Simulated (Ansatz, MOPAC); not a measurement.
System: GeF$_{3}$, net charge 0, doublet state. SMILES: [F][Ge]([F])[F]

Atoms: Ge1, F2, F3, F4. Bonds: Ge1-F2, Ge1-F3, Ge1-F4.

Bond lengths (Å) and angles (degrees) optimised at PM6 with MOPAC; MNDO with MOPAC; HF/STO-3G with Ansatz (an electronic-structure program); HF/6-31G* with LANL2DZ past Ar with Ansatz; B3LYP/6-31G* with LANL2DZ past Ar with Ansatz; MP2/6-31G* with LANL2DZ past Ar with Ansatz, each started from the B3LYP-D3(BJ)/def2-TZVP structure (Ansatz) of the last column. A row stands for all coordinates that are equal there. 6-31G* holds six Cartesian d functions. No wavenumbers were computed at MNDO, HF/STO-3G, MP2/6-31G* with LANL2DZ past Ar, so these may be saddle points.

| coordinate | PM6 | MNDO | HF/STO-3G | HF/6-31G* with LANL2DZ past Ar | B3LYP/6-31G* with LANL2DZ past Ar | MP2/6-31G* with LANL2DZ past Ar | B3LYP-D3(BJ)/def2-TZVP |
|---|---|---|---|---|---|---|---|
| Ge1-F2 | 1.713 | 1.730 | 1.675 | 1.667 | 1.705 | 1.696 | 1.735 |
| F2-Ge1-F3 | 110.0 | 104.6 | 103.3 | 107.0 | 107.0 | 107.4 | 106.5 |

Mean signed difference of all 3 bond lengths from B3LYP-D3(BJ)/def2-TZVP: PM6 -0.022 Å, MNDO -0.005 Å, HF/STO-3G -0.059 Å, HF/6-31G* with LANL2DZ past Ar -0.068 Å, B3LYP/6-31G* with LANL2DZ past Ar -0.030 Å, MP2/6-31G* with LANL2DZ past Ar -0.039 Å.
